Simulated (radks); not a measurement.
Problem. Radial electron density D(r) = 4 pi r^2 rho(r) of an atom or ion with 60 electrons. All-electron calculation, scalar-relativistic Kohn-Sham, PBE, spin-unpolarised, spherical densities, point nucleus. Program: a radial shooting solver on a logarithmic mesh with Libxc functionals.

```
   r/bohr * D(r) (the largest magnitude, 107, reaches the edge; | marks zero)
 0.001777 |   *
 0.002069 |     *
 0.002409 |      *
 0.002804 |        *
 0.003265 |          *
 0.003801 |             *
 0.004425 |               *
 0.005192 |                   *
 0.006045 |                       *
 0.007037 |                          *
 0.008192 |                              *
 0.009537 |                                  *
   0.0111 |                                     *
  0.01293 |                                       *
  0.01505 |                                         *
  0.01766 |                                        *
  0.02056 |                                       *
  0.02393 |                                      *
  0.02786 |                                    *
  0.03243 |                                    *
  0.03776 |                                     *
  0.04396 |                                         *
  0.05117 |                                               *
  0.06005 |                                                    *
  0.06991 |                                                      *
  0.08138 |                                                     *
  0.09474 |                                                *
   0.1103 |                                           *
   0.1284 |                                        *
   0.1495 |                                         *
    0.174 |                                             *
   0.2042 |                                               *
   0.2377 |                                           *
   0.2768 |                                  *
   0.3222 |                        *
   0.3751 |                  *
   0.4367 |                  *
   0.5084 |                     *
   0.5918 |                     *
   0.6945 |                 *
   0.8085 |            *
   0.9412 |        *
    1.096 |      *
    1.276 |    *
    1.485 |   *
    1.729 |  *
    2.013 | *
    2.362 |*
     2.75 |*
    3.201 *
    3.726 *
    4.338 *
     5.05 *
    5.879 *
    6.844 *
    8.032 *
     9.35 *
    10.89 *
```

What is the nuclear charge?

Solution. Z = 61. The innermost maximum, from 1s, lies near gamma/Z bohr with gamma = sqrt(1 - (Z/c)^2) = 0.895, here 0.0147 bohr (found: 0.0160), and its height grows with Z. The density is that of the promethium ion Pm+ in [Xe] 4f5 6s1; the configuration itself is not fixed sharply by these data, and Z only to a few units. D(r) has 4 maxima, at r = 0.0160, 0.0716, 0.201, 0.555 bohr, and minima at 0.0309, 0.132, 0.400 bohr, inside which lie 1.95, 11.12, 29.13 electrons.
